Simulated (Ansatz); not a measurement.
Geometry optimisation, Ansatz 0.2.0, RKS revPBE-D4/6-31G*.

Input file:

```yaml
crystal:
  periodic: [false, false, false]
  atoms:
    - { symbol: Al, position_ang: [0.0, 0.0, 0.0] }
    - { symbol: O, position_ang: [0.0, 0.0, 2.13] }
    - { symbol: Si, position_ang: [-1.3147, -0.4067, 3.0936] }
    - { symbol: H, position_ang: [-2.239, -1.2403, 2.3304] }
    - { symbol: H, position_ang: [-0.8506, -1.1432, 4.2657] }
    - { symbol: H, position_ang: [-1.9987, 0.8095, 3.5233] }
    - { symbol: F, position_ang: [1.4635, 0.0, -0.845] }
    - { symbol: F, position_ang: [-1.4635, 0.0, -0.845] }
    - { symbol: F, position_ang: [0.0892, 1.8864, 0.6275] }
    - { symbol: H, position_ang: [0.0593, 1.2535, 1.7062] }
basis:
  gaussian: { orbitals: "6-31G*" }
hamiltonian:
  xc: revpbe
  dispersion: d4
relax:
  f_tol: 0.15
  max_steps: 25
  restrain:
    - { distance: [0, 8], at: 1.69, k: 30.0 }
    - { distance: [9, 1], at: 1.01, k: 30.0 }
    - { distance: [0, 1], at: 2.98, k: 30.0 }
    - { distance: [9, 8], at: 2.12, k: 30.0 }
```

Command:

```bash
$ ansatz run input.yaml --threads 2 --pin off --max-ram 3072MiB --backend cpu --events-out ev --progress --plain --runs-dir out
```

Question: Where does it end, and by what steps?

Answer: The forces met the threshold. The restraints hold the end off the free minimum; the threshold counts their pulls, which the force column leaves out. Restrained pairs: Al1–F9 (1.99 → 1.68 Å), O2–H10 (1.32 → 0.99 Å), Al1–O2 (2.13 → 2.96 Å), F9–H10 (1.25 → 2.12 Å). After 6 steps the energy has fallen by 0.753 eV (the restraints' own energy left out); Al1 moved furthest, 0.68 Å.

```csv
step,energy less start (eV),largest force component (eV/Å),accepted
0,0.0000,2.912,yes
1,0.0237,3.472,yes
2,-0.3384,2.930,yes
3,-0.5262,1.512,yes
4,-0.6237,1.776,yes
5,-0.7433,0.830,yes
6,-0.7534,0.737,yes
```

```xyz
10
Properties=species:S:1:pos:R:3
Al 0.062 0.453 -0.497
O 0.092 0.128 2.445
Si -1.347 -0.394 3.194
H -2.181 -1.207 2.251
H -0.973 -1.245 4.368
H -2.139 0.797 3.645
F 1.453 -0.193 -1.128
F -1.423 -0.222 -0.803
F 0.111 1.945 0.283
H 0.092 1.096 2.229
```

Time of the run: 20 s on 2 threads of Arm Neoverse V1 (shared host), peak memory 0.15 GiB.
